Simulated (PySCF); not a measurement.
## Calculated data, AlBH$_{2}$N

Computed with PySCF 2.14.0. Calculation on a computer-drawn molecule: the log of a Hartree-Fock and frozen-core CCSD(T) single point meant for a local Hartree-Fock minimum, with one planted fault or none, to be diagnosed. Offsets are logged minus clean, where the clean run is the same molecule without the fault. The reference is restricted for singlets and unrestricted otherwise, and also for a bond in bohr or an excited solution. Adding or removing an electron swaps singlet and doublet. The excited solution moves the top pair (singlet) or top alpha electron (doublet) to the lowest empty orbital. Highest occupied and lowest empty are orbital energies over both spins, largest force is the largest gradient component, triples share is (T) over the correlation energy, the T1 limit is 0.02 restricted and 0.045 unrestricted, electrons count all cores, a negative frequency is imaginary (commonest isotopes), and the dipole is about the centre of nuclear charge.

```yaml
- formula: AlBH2N
  logged_structure:
    atoms_angstrom:
      - [B, 0.3987, -1.8317, -1.6182]
      - ["N", 1.0675, -1.2171, -2.5047]
      - [Al, 1.9529, -0.4036, -3.6783]
      - [H, -0.2176, -2.3978, -0.8014]
      - [H, 2.7624, 0.3402, -4.7512]
  given:
    meant_charge: 1
    meant_multiplicity: 1
    meant_basis: "cc-pV(D+d)Z"
    logged_electrons: 26
    logged_basis_functions: 61
    logged_SCF_converged: "yes"
    logged_spin_squared: 0.0
    "logged_highest_occupied [eV]": -17.502
    "logged_lowest_empty [eV]": -3.9143
    "logged_largest_force [hartree/bohr]": 1.9977e-05
    "logged_lowest_frequency [cm^-1]": 161.73
    logged_T1_diagnostic: 0.016396
    logged_D1_diagnostic: 0.035067
    logged_triples_share: 0.034173
    logged_CC_converged: "yes"
    "logged_dipole_magnitude [debye]": 1.5733
    logged_SCF_stable_within_its_kind: "yes"
    "logged_energy_HF [hartree]": -322.00875
    "logged_energy_CCSD(T) [hartree]": -322.31106
    possible_faults: "no fault, one electron removed, one electron added, multiplicity raised by two, geometry at a saddle point, SCF held on an excited solution, minimal basis STO-3G, one bond length entered in bohr, all coordinates scaled"
    drawn_bonds_atom: [1, 2, 1, 3]
    drawn_bonds_other_atom: [2, 3, 4, 5]
    drawn_bonds_order: [1, 2, 1, 1]
  results:
    planted_fault: "no fault"
    "HF_energy_offset_from_clean_run [kcal/mol]": 0.0
    "CCSD(T)_energy_offset_from_clean_run [kcal/mol]": 0.0
```
